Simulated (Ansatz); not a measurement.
Cost and result for the atomization energy of GaH$_{5}$SSi (`S[SiH2][GaH2]`) (8 atoms, 7 bonds).

Charge 0, multiplicity 1. Correlated methods include outer-core shells of Ga, which these sets cover unevenly. Scalar relativity is left out up to krypton. Geometry: relaxed with PBE0-D4/def2-TZVP. It is one conformer, not always the lowest. Program: Ansatz. All runs use 2 threads of an AMD EPYC 9R45 on a shared host. Times are those of one run each, without the atoms' runs, and a repeat can differ threefold. Electronic energies, without spin–orbit coupling; frozen cores. CCSD(T)/CBS adds CCSD(T) − MP2 in def2-TZVPP to the MP2 limit, and its time is that of the two runs behind it. T1 = 0.013. With those shells the extrapolation isn't a true limit. HSE06 is the plane-wave form, built on full-range PBE exchange.

CCSD(T)/CBS is a level of theory with its own doubt, some kJ/mol a heavy atom from the limit and from the frozen cores, so smaller differences don't rank the functionals.

| level | functions | wall time | atomization (kJ/mol) | difference from CCSD(T)/CBS | per bond |
| --- | --- | --- | --- | --- | --- |
| revPBE-D4/def2-TZVPP | 202 | 1.1 s | 2022.8 | -60.3 | -8.6 |
| BLYP-D4/def2-TZVPP | 202 | 1.1 s | 2029.3 | -53.8 | -7.7 |
| PBE-D4/def2-TZVPP (with forces) | 202 | 1.4 s | 2054.8 | -28.3 | -4.0 |
| PBE0-D4/def2-TZVPP | 202 | 1.6 s | 2050.5 | -32.6 | -4.7 |
| BHLYP-D4/def2-TZVPP | 202 | 1.8 s | 2037.6 | -45.5 | -6.5 |
| CCSD(T)/def2-SVP | 93 | 1.9 s | 1920.3 | -162.8 | -23.3 |
| HSE06-D4/def2-TZVPP | 202 | 1.9 s | 2051.1 | -32.0 | -4.6 |
| CAM-B3LYP-D4/def2-TZVPP | 202 | 2 s | 2065.0 | -18.1 | -2.6 |
| r2SCAN-D4/def2-TZVPP (with forces) | 202 | 2.5 s | 2085.0 | 1.9 | 0.3 |
| PBE-QIDH/def2-TZVPP | 202 | 2.8 s | 2052.8 | -30.3 | -4.3 |
| MP2/def2-QZVPP | 379 | 9.5 s | 2044.6 | -38.5 | -5.5 |
| CCSD(T)/def2-TZVPP | 202 | 27 s | 2033.0 | -50.1 | -7.2 |
| CCSD(T)/CBS(def2) | – | 37 s | 2083.1 | 0.0 | 0.0 |

In def2-TZVPP, CCSD(T) changes the Hartree–Fock value by +509.2 kJ/mol (the triples alone add +24.1 kJ/mol) and MP2 by +491.2 kJ/mol; breaking electron pairs costs correlation energy, which Hartree–Fock lacks. The D4 term adds +30.9 kJ/mol with B3LYP and +16.1 kJ/mol with PBE0; it sums over pairs of atoms, weighted by their polarisabilities, and B3LYP, whose exchange is more repulsive, gets the larger term. From BLYP to BHLYP (50 % exact exchange), in def2-TZVPP and without D4, the atomization energy moves by +20.3 kJ/mol.

B3LYP here is the variant with VWN-RPA as its local correlation; programs differ in this.
